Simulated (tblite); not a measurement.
C3H6O2Si.
Geometry (GFN2-xTB, Å), atoms numbered from 1 in this order:
```
atom  x, y, z in Å
O1    -2.927    0.410   -0.842
C2    -2.512   -0.665   -0.477
C3    -1.157   -0.944   -0.037
C4    -0.242    0.036   -0.004
O5     1.000   -0.134    0.411
Si6    2.359    0.784    0.361
H7    -3.180   -1.548   -0.456
H8    -0.908   -1.949    0.265
H9    -0.528    1.036   -0.320
H10    3.027    0.318    1.565
H11    2.020    2.206    0.390
H12    3.050    0.448   -0.881
```

Level: GFN2-xTB in tblite, geometry and Hessian alike; calculated harmonic values, unscaled, isolated species. This tight-binding method is rough: wavenumbers can miss measured ones by several per cent, in bad cases by 10 to 20. Modes of hydrogen on silicon can be 10 to 20 % off. One conformer, not necessarily the lowest.

Harmonic wavenumbers (cm⁻¹): 40.5, 73.8, 99.7, 196.5, 234.0, 249.5, 368.6, 590.6, 615.1, 667.4, 746.3, 768.0, 787.7, 810.0, 837.2, 926.2, 991.1, 1028.7, 1220.4, 1300.3, 1302.4, 1391.0, 1613.8, 1736.3, 2272.4, 2294.0, 2351.1, 2770.0, 3008.6, 3106.8.

A = 12709, B = 1075, C = 1003 MHz; mass 102.014 u (most abundant isotopes); point group C1, symmetry number 1.

Q: Zero-point energy?

A: Half the sum of the wavenumbers: 17199 cm⁻¹ = 205.74 kJ/mol.

Q: Give the ideal-gas entropy at 273.15 K and 1 bar in the rigid-rotor, harmonic-oscillator model (classical rotation).

A: Translation 164.72, rotation 114.19, vibration 86.03: S = 364.9 J/(mol K).

Q: And Cp and H(273.15 K) − H(0)?

A: Cp = 114.42 J/(mol K), of which vibrations give 81.16 (their classical limit is 30 R = 249.4); H(273.15 K) − H(0) = 20.90 kJ/mol without the zero-point energy, 11.81 from vibrations.

Q: Blend soft modes into free rotors: weight 1/[1 + (100 cm⁻¹/ν̃)⁴] for the oscillator and the rest for a rotor with moment μB/(μ + B), μ = h/(8π²ν), B = 10⁻⁴⁴ kg m². What vibrational entropy results?

A: 76.75 J/(mol K) in place of 86.03, which changes −T·S at 273.15 K by +2.54 kJ/mol.

Q: Which modes carry the vibrational entropy at 273.15 K?

A: 40.5 cm⁻¹: 21.18; 73.8 cm⁻¹: 16.22; 99.7 cm⁻¹: 13.76; 196.5 cm⁻¹: 8.39; 234.0 cm⁻¹: 7.08; 249.5 cm⁻¹: 6.62 J/(mol K); the other 24 give 12.78 together.

Hindered rotation and anharmonicity are outside this model. Other conformers, if any are populated, would add a mixing term that is left out. The structure is chiral; the term R ln 2 for an equal mix with its mirror image is left out.
